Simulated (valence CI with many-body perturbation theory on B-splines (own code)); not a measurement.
E1 transitions of Rb³⁰⁺

Level of theory: configuration interaction combined with many-body perturbation theory (CI+MBPT): five valence electrons over a frozen Dirac-Fock core [He], a basis of 11 s, 11 p, 10 d, 8 f, 5 g, 2 h functions for each j, with the one-electron correlation potential Σ1, the two-electron term Σ2, the three-electron term Σ3, Breit, model QED; selected CI, second order for the rest, scaled by the run's own slope (own B-spline code, finite nucleus).

The last digits are not significant, and no measured levels were compared; by estimate large intervals hold to a few tenths of a per cent, small ones and those within an open d or f shell to about a per cent. Among the levels kept, up to 5300 cm⁻¹ of a level comes from second order outside the variational space, and about a tenth of that is noise between levels of different J, which matters for small intervals.

Lines 1 to 50 of 592 in falling wavelength, among levels below 2443.2 eV, chosen from the strongest by gf and those to the six lowest levels. Wavelengths and rates use the calculated energies. Electric multipoles are in the length gauge with retardation, E1 and E2 with the static RPA response of the core. Weak lines are less certain than strong ones. Lines between different terms over intervals too small for the method are left out, as are lines whose strength nearly cancels. Where a level lies close to another of its J and parity, the split of strength between their lines is uncertain. The highest levels of a list are the least certain.

Levels are named by their leading jj configuration (3d3/2^4 stands for four electrons in 3d with j = 3/2), which in mixed levels can hold well under half, so a name can repeat and another be missing. Letters in brackets count levels of one name in rising energy.

```tsv
λ vac (Å)	Upper	Lower	A (s⁻¹)	S (a.u.) with core polarisation	S without
366.9	(2s 2p1/2 2p3/2^2 3p1/2) J=7/2 [b]	(2s 2p1/2 2p3/2^2 3s) J=5/2 [b]	5.44e+08	1.06e-01	1.06e-01
336.5	(2s^2 2p1/2 2p3/2 3p1/2) J=5/2	(2s^2 2p1/2 2p3/2 3s) J=3/2 [b]	8.78e+08	9.91e-02	9.91e-02
317.4	(2s 2p1/2 2p3/2^2 3p1/2) J=5/2 [c]	(2s 2p1/2 2p3/2^2 3s) J=5/2 [c]	1.15e+09	1.09e-01	1.09e-01
312.1	(2s^2 2p1/2^2 3p1/2) J=1/2	(2s^2 2p1/2^2 3s) J=1/2	2.87e+09	8.62e-02	8.62e-02
309.9	(2s 2p1/2 2p3/2^2 3p1/2) J=3/2 [a]	(2s 2p1/2 2p3/2^2 3s) J=5/2 [a]	2.24e+09	1.31e-01	1.31e-01
307.7	(2s 2p1/2^2 2p3/2 3p1/2) J=3/2 [b]	(2s 2p1/2^2 2p3/2 3s) J=1/2	1.48e+09	8.49e-02	8.50e-02
305.0	(2s^2 2p1/2 2p3/2 3p1/2) J=5/2	(2s^2 2p1/2 2p3/2 3s) J=5/2	1.73e+09	1.45e-01	1.45e-01
299.8	(2s 2p1/2 2p3/2^2 3p1/2) J=7/2 [a]	(2s 2p1/2 2p3/2^2 3s) J=7/2	9.45e+08	1.01e-01	1.01e-01
298.0	(2s 2p1/2 2p3/2^2 3p1/2) J=3/2 [b]	(2s 2p1/2 2p3/2^2 3s) J=3/2 [b]	1.72e+09	9.01e-02	9.01e-02
287.3	(2s 2p1/2^2 2p3/2 3p1/2) J=3/2 [a]	(2s 2p1/2^2 2p3/2 3s) J=5/2	3.50e+09	1.64e-01	1.64e-01
283.5	(2s 2p3/2^3 3p1/2) J=5/2	(2s 2p3/2^3 3s) J=3/2 [a]	2.84e+09	1.92e-01	1.92e-01
283.4	(2s^2 2p1/2 2p3/2 3p1/2) J=3/2	(2s^2 2p1/2 2p3/2 3s) J=3/2 [a]	1.97e+09	8.85e-02	8.85e-02
278.7	(2s 2p1/2 2p3/2^2 3p1/2) J=7/2 [b]	(2s 2p1/2 2p3/2^2 3s) J=7/2	1.35e+09	1.15e-01	1.15e-01
276.9	(2s 2p1/2^2 2p3/2 3p1/2) J=5/2	(2s 2p1/2^2 2p3/2 3s) J=5/2	3.27e+09	2.05e-01	2.05e-01
274.0	(2s 2p1/2 2p3/2^2 3d5/2) J=9/2 [b]	(2s 2p1/2 2p3/2^2 3p3/2) J=9/2	1.41e+09	1.43e-01	1.43e-01
273.6	(2s 2p1/2^2 2p3/2 3d3/2) J=7/2	(2s 2p1/2^2 2p3/2 3p3/2) J=7/2	1.27e+09	1.03e-01	1.03e-01
270.4	(2s^2 2p1/2 2p3/2 3d3/2) J=7/2	(2s^2 2p1/2 2p3/2 3p3/2) J=7/2	9.87e+08	7.70e-02	7.70e-02
263.7	(2s 2p1/2 2p3/2^2 3d5/2) J=9/2 [a]	(2s 2p1/2 2p3/2^2 3p1/2) J=7/2 [b]	1.49e+09	1.35e-01	1.35e-01
263.1	(2s 2p1/2 2p3/2^2 3d5/2) J=7/2 [a]	(2s 2p1/2 2p3/2^2 3p3/2) J=5/2 [a]	1.84e+09	1.32e-01	1.32e-01
262.7	(2s^2 2p3/2^2 3p1/2) J=5/2	(2s^2 2p3/2^2 3s) J=3/2	2.07e+09	1.11e-01	1.11e-01
259.6	(2s 2p1/2 2p3/2^2 3d5/2) J=5/2 [c]	(2s 2p1/2 2p3/2^2 3p3/2) J=3/2 [c]	1.73e+09	8.95e-02	8.95e-02
258.9	(2s 2p1/2^2 2p3/2 3d5/2) J=9/2	(2s 2p1/2^2 2p3/2 3p3/2) J=7/2	4.71e+09	4.03e-01	4.03e-01
258.5	(2s 2p3/2^3 3p1/2) J=3/2 [b]	(2s 2p3/2^3 3s) J=3/2 [b]	2.80e+09	9.56e-02	9.56e-02
258.0	(2s 2p1/2 2p3/2^2 3d3/2) J=7/2 [c]	(2s 2p1/2 2p3/2^2 3p3/2) J=7/2 [b]	1.01e+09	6.86e-02	6.86e-02
256.6	(2s 2p1/2 2p3/2^2 3d5/2) J=11/2	(2s 2p1/2 2p3/2^2 3p3/2) J=9/2	4.88e+09	4.88e-01	4.88e-01
256.5	(2s 2p1/2 2p3/2^2 3d5/2) J=7/2 [a]	(2s 2p1/2 2p3/2^2 3p1/2) J=7/2 [a]	1.23e+09	8.19e-02	8.19e-02
256.2	(2s 2p3/2^3 3d5/2) J=9/2	(2s 2p3/2^3 3p3/2) J=7/2	4.76e+09	3.95e-01	3.95e-01
254.8	(2s 2p1/2 2p3/2^2 3p1/2) J=5/2 [a]	(2s 2p1/2 2p3/2^2 3s) J=5/2 [a]	1.42e+09	6.93e-02	6.94e-02
254.7	(2s 2p1/2 2p3/2^2 3d5/2) J=7/2 [c]	(2s 2p1/2 2p3/2^2 3p3/2) J=5/2 [c]	3.20e+09	2.09e-01	2.09e-01
253.5	(2s 2p1/2 2p3/2^2 3d5/2) J=5/2 [a]	(2s 2p1/2 2p3/2^2 3p3/2) J=3/2 [a]	2.76e+09	1.33e-01	1.33e-01
253.2	(2s^2 2p3/2^2 3p1/2) J=1/2	(2s^2 2p3/2^2 3s) J=1/2	5.15e+09	8.25e-02	8.25e-02
252.7	(2s 2p1/2 2p3/2^2 3p3/2) J=5/2 [a]	(2s 2p1/2 2p3/2^2 3s) J=3/2 [a]	3.35e+09	1.60e-01	1.60e-01
252.6	(2s 2p3/2^3 3d5/2) J=5/2	(2s 2p3/2^3 3p3/2) J=5/2 [a]	2.40e+09	1.14e-01	1.14e-01
252.2	(2s 2p1/2 2p3/2^2 3d5/2) J=3/2 [e]	(2s 2p1/2 2p3/2^2 3p3/2) J=1/2 [d]	2.66e+09	8.41e-02	8.41e-02
252.1	(2s 2p1/2^2 2p3/2 3d5/2) J=5/2 [b]	(2s 2p1/2^2 2p3/2 3p3/2) J=3/2 [b]	2.02e+09	9.58e-02	9.58e-02
251.3	(2s^2 2p3/2^2 3p1/2) J=3/2	(2s^2 2p3/2^2 3s) J=5/2	2.60e+09	8.13e-02	8.13e-02
250.9	(2s 2p1/2 2p3/2^2 3d5/2) J=7/2 [d]	(2s 2p1/2 2p3/2^2 3p3/2) J=5/2 [d]	4.24e+09	2.65e-01	2.65e-01
249.9	(2s 2p3/2^3 3p1/2) J=3/2 [a]	(2s 2p3/2^3 3s) J=5/2	4.90e+09	1.51e-01	1.51e-01
249.4	(2s 2p1/2 2p3/2^2 3p3/2) J=7/2 [a]	(2s 2p1/2 2p3/2^2 3s) J=5/2 [b]	3.43e+09	2.10e-01	2.10e-01
249.3	(2s 2p3/2^3 3d5/2) J=7/2	(2s 2p3/2^3 3p3/2) J=5/2 [a]	2.98e+09	1.82e-01	1.82e-01
247.2	(2s 2p1/2 2p3/2^2 3d5/2) J=9/2 [a]	(2s 2p1/2 2p3/2^2 3p1/2) J=7/2 [a]	3.62e+09	2.70e-01	2.70e-01
245.8	(2s^2 2p3/2^2 3d5/2) J=7/2	(2s^2 2p3/2^2 3p3/2) J=5/2	3.73e+09	2.19e-01	2.19e-01
245.7	(2s 2p1/2 2p3/2^2 3d5/2) J=9/2 [c]	(2s 2p1/2 2p3/2^2 3p3/2) J=7/2 [b]	5.39e+09	3.95e-01	3.95e-01
244.2	(2s 2p1/2 2p3/2^2 3d5/2) J=7/2 [e]	(2s 2p1/2 2p3/2^2 3p3/2) J=5/2 [e]	5.20e+09	2.99e-01	2.99e-01
243.1	(2s 2p3/2^3 3p1/2) J=5/2	(2s 2p3/2^3 3s) J=5/2	1.78e+09	7.60e-02	7.60e-02
243.1	(2s^2 2p1/2 2p3/2 3d5/2) J=9/2	(2s^2 2p1/2 2p3/2 3p3/2) J=7/2	5.25e+09	3.72e-01	3.72e-01
242.7	(2s 2p1/2^2 2p3/2 3d5/2) J=3/2 [b]	(2s 2p1/2^2 2p3/2 3p3/2) J=1/2 [b]	3.23e+09	9.11e-02	9.11e-02
242.6	(2s^2 2p1/2 2p3/2 3d5/2) J=7/2 [a]	(2s^2 2p1/2 2p3/2 3p3/2) J=5/2 [a]	4.73e+09	2.67e-01	2.67e-01
242.5	(2s 2p1/2 2p3/2^2 3d5/2) J=5/2 [e]	(2s 2p1/2 2p3/2^2 3p3/2) J=3/2 [d]	3.03e+09	1.28e-01	1.28e-01
242.3	(2s 2p1/2 2p3/2^2 3d5/2) J=7/2 [b]	(2s 2p1/2 2p3/2^2 3p3/2) J=5/2 [b]	3.39e+09	1.90e-01	1.90e-01
```
